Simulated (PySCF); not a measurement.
# Heteronuclear NMR

Geometry:
| atom | x (Å) | y (Å) | z (Å) |
| --- | --- | --- | --- |
| B1 | -0.657 | 1.242 | 0.328 |
| N2 | 0.004 | -0.001 | 0.007 |
| B3 | -0.667 | -0.987 | -0.809 |
| B4 | 1.342 | -0.255 | 0.490 |
| H5 | -1.775 | 1.439 | -0.082 |
| H6 | -0.082 | 2.062 | 1.000 |
| H7 | -1.784 | -0.763 | -1.208 |
| H8 | -0.099 | -2.016 | -1.079 |
| H9 | 1.894 | 0.579 | 1.166 |
| H10 | 1.883 | -1.296 | 0.211 |

Calculated, not measured (PySCF 2.14): PBE0-D3(BJ)/def2-SVP structure, J couplings at B3LYP/pcJ-1 (spin–dipole term only in couplings to heteroatoms), shielding tensors at PBE0/pcSseg-1 (GIAO). Fast rotation and ring inversion assumed for equivalent nuclei, gas phase, one computed conformer, non-relativistic.

Where does ¹⁵N resonate?

Results:


```csv
atoms,environment,σ (ppm),δ (ppm)
N2,nitrogen bonded to 3 B,19.8,-168.6
```

Shieldings were converted by a linear fit to measured shifts: ¹⁵N (scatter 7.2 ppm rms vs CH3NO2, solution or neat liquid). A few per cent of atoms miss by over 2 rms, more outside the fitted compound classes.

Couplings (the largest are listed; each averaged over equivalent pairs): ¹J(B1,N2) = -18.0 Hz, ²J(N2,H5) = -3.3 Hz. Signs are for ¹⁵N, whose magnetogyric ratio is negative.

On a 300 MHz spectrometer ¹⁵N resonates near 30.4 MHz, so 1 ppm is 30.4 Hz.
